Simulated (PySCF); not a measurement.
3-ethylpentane, C7H16.
Numbering: `[CH3:1][CH2:2][CH:3]([CH2:4][CH3:5])[CH2:6][CH3:7]` (hydrogens: H8, H9, H10 on C1; H11, H12 on C2; H13 on C3; H14, H15 on C4; H16, H17, H18 on C5; H19, H20 on C6; H21, H22, H23 on C7)

Torsions of this conformer, `[CH3:1][CH2:2][CH:3]([CH2:4][CH3:5])[CH2:6][CH3:7]`: C1–C2–C3–C4 65°, C2–C3–C4–C5 162°, C2–C3–C6–C7 -58°.

The closed-shell ground state was solved at several levels (PySCF, density fitting, gas phase, non-relativistic). Isolated species at its PBE0-D3(BJ)/def2-SVP geometry (one conformer only).

| level | basis functions | HOMO (eV) | LUMO (eV) | gap (eV) | dipole (D) |
| --- | --- | --- | --- | --- | --- |
| CAM-B3LYP/def2-SVPD | 268 | -9.90 | 1.40 | 11.30 | 0.05 |
| HF/pcSseg-1 | 199 | -11.80 | 4.37 | 16.17 | 0.03 |

(1) What might PBE0/pcSseg-1 (199 basis functions) give for the same quantities?

(2) Over all these levels, which gives the widest orbital gap and which the narrowest?

(3) How far do the dipole and the HOMO energy spread over the levels?

## Answers

(1) HOMO -8.51 eV, LUMO 1.45 eV, gap 9.96 eV, dipole 0.03 D.

(2) HF/pcSseg-1 (Hartree–Fock, all exact exchange) has the widest, 16.17 eV, and PBE0/pcSseg-1 (global hybrid, 25 % exact exchange) the narrowest, 9.96 eV. The two share the basis. From the narrowest to the widest the HOMO moves by -3.29 eV and the LUMO by +2.92 eV. The HOMO need not be the same orbital at Hartree–Fock and at DFT levels.

(3) The dipole runs from 0.03 to 0.05 D (mean 0.04 D) and the HOMO from -11.80 to -8.51 eV.
